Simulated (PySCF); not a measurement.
CH7Si2, SMILES C([SiH2])[SiH3] (connectivity only; charge and spin as stated), charge +1, multiplicity 1. Atoms are numbered in the order given.

```xyz
10

Si     0.1691     1.5746     0.0000
C     -0.8601     0.1152     0.0000
Si     0.2214    -1.5368     0.0000
H      0.6647     2.1647     1.2639
H      0.6647     2.1647    -1.2639
H     -1.4788     0.0441    -0.9111
H     -1.4788     0.0441     0.9111
H     -0.7945    -2.6174     0.0000
H      1.0580    -1.5101    -1.2281
H      1.0580    -1.5101     1.2281
```
Charge +1, spin multiplicity 1.

Geometry: PBE0-D3(BJ)/def2-SVP. The spin state was assumed, not searched. The isomer is the one that the SMILES or the coordinates give; other isomers of the formula were not compared.

These are M06-2X/def2-TZVPD run with PySCF values and carry that method's errors.

Symmetry labels are those of the subgroup Cs that the program uses (full group Cs).

Computed valence orbital energies around the gap with their symmetry:
| orbital | symmetry | energy (eV) |
|---|---|---|
| HOMO−7 | A' | -22.09 |
| HOMO−6 | A' | -20.98 |
| HOMO−5 | A" | -19.22 |
| HOMO−4 | A' | -17.55 |
| HOMO−3 | A" | -17.28 |
| HOMO−2 | A' | -15.61 |
| HOMO−1 | A" | -15.56 |
| HOMO | A' | -15.44 |
| LUMO | A' | -7.62 |
| LUMO+1 | A' | -4.41 |
| LUMO+2 | A' | -4.02 |
| LUMO+3 | A' | -3.29 |
